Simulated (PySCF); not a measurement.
Bond curve of InH⁺

Set-up: basis In cc-pVTZ-PP with ECP28, H cc-pVTZ; scalar-relativistic core potentials; PySCF 2.14. Energies in eV from In⁺ + H in their ground configurations at the same level. State: ²Σ⁺ (doublet), unpaired electrons σ ↑.

All columns are PBE0. A positive dipole points towards H; it is taken about the centre of mass and depends on that origin.

```json
{"R (Å)": "1.605", "E (eV)": "-0.067", "μ (D)": "0.17", "Mulliken charge on In (basis-dependent)": "0.89", "HOMO (eV)": "-13.63", "LUMO (eV)": "-10.12", "Mayer bond order": "0.85", "⟨S²⟩": "0.76"}
{"R (Å)": "1.679", "E (eV)": "-0.207", "μ (D)": "0.19", "Mulliken charge on In (basis-dependent)": "0.90", "HOMO (eV)": "-13.68", "LUMO (eV)": "-10.15", "Mayer bond order": "0.81", "⟨S²⟩": "0.76"}
{"R (Å)": "1.754", "E (eV)": "-0.280", "μ (D)": "0.23", "Mulliken charge on In (basis-dependent)": "0.90", "HOMO (eV)": "-13.73", "LUMO (eV)": "-10.15", "Mayer bond order": "0.77", "⟨S²⟩": "0.76"}
{"R (Å)": "1.810", "E (eV)": "-0.303", "μ (D)": "0.27", "Mulliken charge on In (basis-dependent)": "0.90", "HOMO (eV)": "-13.77", "LUMO (eV)": "-10.14", "Mayer bond order": "0.73", "⟨S²⟩": "0.76"}
{"R (Å)": "1.866", "E (eV)": "-0.309", "μ (D)": "0.31", "Mulliken charge on In (basis-dependent)": "0.90", "HOMO (eV)": "-13.81", "LUMO (eV)": "-10.11", "Mayer bond order": "0.69", "⟨S²⟩": "0.76"}
{"R (Å)": "1.922", "E (eV)": "-0.302", "μ (D)": "0.37", "Mulliken charge on In (basis-dependent)": "0.90", "HOMO (eV)": "-13.85", "LUMO (eV)": "-10.06", "Mayer bond order": "0.64", "⟨S²⟩": "0.77"}
{"R (Å)": "1.997", "E (eV)": "-0.282", "μ (D)": "0.45", "Mulliken charge on In (basis-dependent)": "0.90", "HOMO (eV)": "-13.90", "LUMO (eV)": "-9.97", "Mayer bond order": "0.58", "⟨S²⟩": "0.77"}
{"R (Å)": "2.090", "E (eV)": "-0.250", "μ (D)": "0.56", "Mulliken charge on In (basis-dependent)": "0.89", "HOMO (eV)": "-13.97", "LUMO (eV)": "-9.82", "Mayer bond order": "0.50", "⟨S²⟩": "0.77"}
{"R (Å)": "2.202", "E (eV)": "-0.213", "μ (D)": "0.67", "Mulliken charge on In (basis-dependent)": "0.89", "HOMO (eV)": "-14.04", "LUMO (eV)": "-9.58", "Mayer bond order": "0.41", "⟨S²⟩": "0.76"}
{"R (Å)": "2.351", "E (eV)": "-0.174", "μ (D)": "0.77", "Mulliken charge on In (basis-dependent)": "0.89", "HOMO (eV)": "-14.12", "LUMO (eV)": "-9.20", "Mayer bond order": "0.31", "⟨S²⟩": "0.76"}
```

A fit through these points gives, at Re = 1.859 Å, μ = 0.31 D and dμ/dR = 0.926 D/Å; the reduced mass is 0.9991 u.

Task: How strong is the fundamental in the double-harmonic approximation, I = 42.26·(dμ/dR)²/μred km/mol?

Result: I = 42.26·(0.926)²/0.9991 = 36.3 km/mol at PBE0.

The bond is weak. Basis-set superposition, not corrected here, can be much of De in a small basis, most of all at correlated wavefunction levels. Spin–orbit coupling is left out. For an ion De counts to the pair picked by the measured ionisation energies or electron affinities, which need not be the lowest pair at this level. The state was picked by a PBE0 search and need not be the measured ground state.
